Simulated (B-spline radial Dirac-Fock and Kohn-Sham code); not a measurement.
# Binding energies of Zn in different valence configurations

These are calculated numbers from a radial finite-basis atomic code; the model is relaxed Dirac-Fock hole states (ΔSCF) with Breit and QED corrections and a finite nucleus. Correlation and solid-state effects are left out.

Reference: the tabulated ground configuration [Ar] 3d10 4s2, with 1s 9666.6 eV, 2s 1206.3 eV, 2p1/2 1051.8 eV, 2p3/2 1028.5 eV, 3p1/2 100.1 eV, 3p3/2 97.05 eV, Kα1 8638.1 eV, Kβ1 9569.5 eV.

Task: One of these configurations gives the following shifts from the reference, in eV: average energy +9.30, 1s +10.75, 2s +11.79, 2p1/2 +11.65, 2p3/2 +11.66, 3p1/2 +9.30, 3p3/2 +9.24, Kα1 -0.91, Kβ1 +1.52. Which?
A. [Ar] 3d10 4s1 4p1
B. [Ar] 3d9 4s2 4p1

Result: B. The others give [Ar] 3d10 4s1 4p1: 1s +1.89.
